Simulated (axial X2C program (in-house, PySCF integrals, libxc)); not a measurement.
Spin–orbit effects down a group: molecules with H (ions), CCSD(T)

Computed with an in-house relativistic program for diatomic molecules, spin-free (one-electron X2C) or two-component (2c: spin–orbit coupling with atomic mean-field Coulomb and Gaunt terms, which also bring small scalar terms), in Dyall basis sets with cores contracted in-house; open shells are unrestricted.

Basis sets: B dyall-v3z, Ga dyall-cv3z, H dyall-v3z, In dyall-cv3z. Frozen shells (counts by l): BH⁺ B 1s, H none, 3 electrons correlated; GaH⁺ Ga 3s2p, H none, 13 electrons correlated; InH⁺ In 4s3p1d, H none, 13 electrons correlated. Coupled cluster in natural virtuals with an MP2 remainder. Where the outer core of a metal is frozen, bonds come out longer and ionisation energies lower. Frozen cores can differ along the series, which adds to the trend.

```tsv
molecule	spin-free state	Re (Å)	ωe (cm⁻¹)	De (eV)	2c state	Re 2c (Å)	ωe 2c (cm⁻¹)	De 2c (eV)
BH⁺	M_S = 1/2, Λ = 0	1.207	2511.8	2.11	Ω = 1/2	1.207	2511.6	2.11
GaH⁺	M_S = 1/2, Λ = 0	1.661	1245.8	n/a	Ω = 1/2	1.662	1243.4	n/a
InH⁺	M_S = 1/2, Λ = 0	1.842	1070.3	0.20	Ω = 1/2	1.841	1073.1	0.21
```

**Question.** Work out the shifts from the spin-free to the two-component result.

**Answer.** 

| molecule | 2c state | ΔRe (Å) | Δωe (cm⁻¹) | ΔDe (eV) |
| --- | --- | --- | --- | --- |
| BH⁺ | Ω = 1/2 | 0.000 | -0.2 | 0.00 |
| GaH⁺ | Ω = 1/2 | 0.001 | -2.4 | n/a |
| InH⁺ | Ω = 1/2 | -0.001 | 2.8 | 0.01 |

Shifts of one unit in the last digit are rounding.

Fragments in 2c: B+ + H, Ga+ + H, In+ + H. Each entry is the lowest single determinant of a limited PBE0 search at one distance. De goes to single-determinant-based atoms at the same level (for ions the charge split of lowest energy) and is withheld (n/a) where an atom does not fit its ground term or J level. Main or longest-lived isotopes.
